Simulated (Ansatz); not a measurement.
`O[Si](O)(F)[GaH][Cl]`, charge 0, multiplicity 1.

Task: Give a relaxed structure at PBE0-D4/def2-TZVP (Ansatz 0.2.0). (Estimate.)

Result: Computed: 
Z-matrix (Å, degrees):
```
Si
O 1 1.624
F 1 1.601 2 110.2
O 1 1.632 2 107.6 3 -118.2
Ga 1 2.399 2 111.0 3 118.3
H 2 0.960 1 118.8 3 81.9
H 4 0.959 1 118.3 2 -175.7
Cl 5 2.170 1 108.9 2 151.0
H 5 1.559 1 137.2 2 -28.9
```
This is one stationary point; other conformers may exist.
